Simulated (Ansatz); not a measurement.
Ansatz (a program for electronic structure) input (B2PLYP/6-31G):

Ansatz 0.2 input:
```yaml
crystal:
  periodic: [false, false, false]
  atoms:
    - {symbol: C, position_ang: [0.00000000, 0.00000000, 0.00000000]}
basis:
  gaussian:
    orbitals: 6-31G
hamiltonian:
  xc: {name: B2PLYP}
magnetization: {spin_polarized: true, initial_magnetization: 2}
correlation: {electrons: outside_noble_gas}
scf: {lower_state_search: full}
```

Output:

```
Functional definition: B2PLYP
integrals: 0.00 GiB planned
35 factors; integrals over basis functions are off by at most 1.5e-4 eV
mean field: 0.05 GiB planned
mean field evaluation 1: about -1028.2749 eV, gradient 2.3e0 eV
mean field evaluation 2: about -1028.2753 eV, gradient 2.3e0 eV
mean field evaluation 4: about -1028.3248 eV, gradient 3.6e-2 eV
mean field evaluation 8: about -1028.3248 eV, gradient 4.0e-6 eV
mean field evaluation 16: about -1028.3219 eV, gradient 4.5e-1 eV
mean field evaluation 32: about -1028.3248 eV, gradient 1.7e-4 eV
mean field -1028.32477093 eV, -37.7902383080 hartree, gradient 9.8e-7 eV, S^2 2.001313; 2 other end points of the search recorded, 0 dependent functions left out
1 core orbitals not correlated
reference -1028.32484865 eV, -37.7902411642 hartree; 3, 1 occupied and 5, 7 virtual orbitals, 35 factors
second order -0.81641313 eV of doubles, -0.00000000 eV of singles
Total energy: -1028.54528019 eV, -37.7983418740 hartree
```
